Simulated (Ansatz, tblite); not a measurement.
Two members of one family (Same ligands, another metal), computed with Ansatz in the gas phase. The two geometries come from different levels. HOMO and LUMO are taken over both spins. Binding counts from free atoms in the multiplicity of their measured ground term, without zero-point energy. The spins of the ions were chosen, not always searched. A dash marks a value that wasn't run or was left out as unsound. The structures are stationary points that may keep the symmetry of their start. Remarks come from the PBE and PBE0 runs and from stability tests at other levels; not every state was tested.

First: CrF3 (quartet, charge 0, r2SCAN-D4/def2-TZVP geometry; oxidised ion triplet).

```xyz
4

Cr   -0.009    0.005    0.002
F     0.807    1.525    0.008
F    -0.633   -0.633   -1.475
F    -0.165   -0.896    1.465
```

| level | HOMO (eV) | LUMO (eV) | gap (eV) | vertical IE (eV) | binding per atom (eV) |
| --- | --- | --- | --- | --- | --- |
| r2SCAN-D4/def2-TZVP | -7.17 | -5.08 | 2.10 | 11.15 | 3.68 |
| B3LYP-D4/def2-TZVP | -8.78 | -4.16 | 4.62 | – | 3.66 |
| PBE0-D4/def2-TZVP | -9.26 | -3.84 | 5.42 | 11.81 | 3.51 |
| PBE0-D4/def2-TZVPD | -9.23 | -3.82 | 5.42 | – | 3.53 |
| HSE06-D4/def2-TZVP | -8.84 | -4.23 | 4.60 | – | 3.51 |

Metal–donor distances: 3 × F 1.73 Å. Remarks: spin-contaminated (⟨S²⟩ up to 1.75) (doublet).

Second: FeF3 (sextet, charge 0, PBE0-D4/def2-TZVP geometry; oxidised ion quintet).

Cartesian coordinates in Å:
```
Fe 0.000 0.000 0.000
F -0.999 -0.299 -1.404
F -0.698 0.720 1.433
F 1.697 -0.421 -0.029
```

Problem. Estimate the same table for the second.

Solution. 
```tsv
level	HOMO (eV)	LUMO (eV)	gap (eV)	vertical IE (eV)	binding per atom (eV)
r2SCAN-D4/def2-TZVP	-8.53	-6.43	2.10	12.45	3.67
B3LYP-D4/def2-TZVP	-10.10	-5.93	4.17	–	3.44
PBE0-D4/def2-TZVP	-10.56	-5.36	5.20	13.26	3.44
PBE0-D4/def2-TZVPD	-10.58	-5.33	5.24	–	3.47
HSE06-D4/def2-TZVP	-10.14	-5.75	4.39	–	3.44
```

Metal–donor distances: 3 × F 1.75 Å. The relaxed quartet lies at 0.33 eV (BLYP-D4/def2-TZVP) to 1.25 eV (r2SCAN0-D4/def2-TZVP) from the sextet. Remarks: spin-contaminated (⟨S²⟩ up to 2.21) (doublet), spin-contaminated (⟨S²⟩ up to 3.92) (quartet), spin-contaminated (⟨S²⟩ up to 6.23) (+1 quintet).
